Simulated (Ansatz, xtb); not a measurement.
# Relative energy of two isomers of C2H10SiSn

We compare X, `C[SiH](C)[SnH3]`, a singlet, with Y, `C[SiH2][SnH2][CH3]`, a singlet. Both are isolated molecules in the gas phase, relaxed with PBE0-D3(BJ)/def2-SVP; each stands in its lowest conformer found.

X (Å):

```xyz
14

C    -1.1475   -0.4074   -1.1641
C     1.4320   -1.2077    0.3648
Si   -0.2608   -0.3891    0.4994
Sn   -0.0074    2.0303    1.3383
H    -1.2712   -1.4420   -1.5224
H    -0.5735    0.1496   -1.9208
H    -2.1461    0.0490   -1.0893
H    -1.0879   -1.1321    1.5058
H     1.9475   -1.2212    1.3371
H     2.0714   -0.6707   -0.3529
H     1.3292   -2.2487    0.0186
H     0.9361    2.9670    0.2474
H    -1.5265    2.8166    1.4964
H     0.7707    2.1005    2.8682
```

Y (Å):

```xyz
14

C     0.8875    1.3920   -1.7711
C    -0.7953   -1.1838    2.8392
Si    0.4889   -0.1144   -0.7083
Sn   -0.3311    0.5469    1.6381
H     1.6767    2.0005   -1.3043
H    -0.0030    2.0260   -1.8980
H     1.2354    1.0834   -2.7688
H    -0.5680   -0.9457   -1.3704
H     1.7040   -0.9804   -0.5671
H    -1.7391    1.5311    1.5223
H     0.8698    1.4757    2.4503
H    -1.1431   -0.8687    3.8329
H    -1.5844   -1.7755    2.3548
H     0.0999   -1.8105    2.9555
```

Problem. Estimate E(Y) − E(X) at the level CCSD(T)/def2-SVP + ΔMP2/def2-TZVPP.

Solution. Calculated at CCSD(T)/def2-SVP + ΔMP2/def2-TZVPP: E(Y) − E(X) = +0.150 eV, so structure X lies lower.

The same difference at several levels:

| level | geometry | E(Y) − E(X) (eV) | departure from the last row (eV) | job, with rough time for the two |
| --- | --- | --- | --- | --- |
| GFN2-xTB | GFN2-xTB | +0.196 | +0.047 | optimisation, 0.14 s |
| HF/STO-3G | GFN2-xTB | +0.048 | −0.102 | single point, 0.82 s |
| r2SCAN-D4/def2-SVP | GFN2-xTB | +0.210 | +0.060 | single point, 4.2 s |
| PBE0-D3(BJ)/def2-SVP | PBE0-D3(BJ)/def2-SVP | +0.237 | +0.087 | optimisation, 39 s |
| HF/def2-SVP | PBE0-D3(BJ)/def2-SVP | +0.203 | +0.053 | part of the CCSD(T) run |
| MP2/def2-SVP | PBE0-D3(BJ)/def2-SVP | +0.184 | +0.035 | part of the CCSD(T) run |
| CCSD(T)/def2-SVP | PBE0-D3(BJ)/def2-SVP | +0.186 | +0.036 | single point |
| CCSD(T)/def2-SVP + ΔMP2/def2-TZVPP | PBE0-D3(BJ)/def2-SVP | +0.150 |  | single point, 48 s |

As drawn, Y has 1 C–Sn, 1 Si–H in place of 1 C–Si, 1 Sn–H.

None of the levels shown reverses the order. The largest departure from CCSD(T)/def2-SVP + ΔMP2/def2-TZVPP is that of HF/STO-3G, 0.102 eV. The last row adds to CCSD(T) the change of the MP2 difference between the two basis sets, here −0.036 eV.

With harmonic frequencies from PBE0-D3(BJ)/def2-SVP (ideal gas, rigid rotor, one conformer each, 298.15 K, 1 atm): on the last row, ΔE + ΔZPE = +0.170 eV. A mode under 50 cm⁻¹ makes harmonic enthalpies and free energies unreliable, so none is given.

The correlated steps freeze 11 core orbitals; the filled d shell of Sn is correlated, in a basis made for valence electrons. Atoms past krypton carry core potentials in the def2 sets, other sets are all-electron and non-relativistic, and no spin–orbit term is included. Programs: Ansatz 0.2.0, xtb 6.7.1; the last row on 2 threads of Arm Neoverse V2 on a shared host.
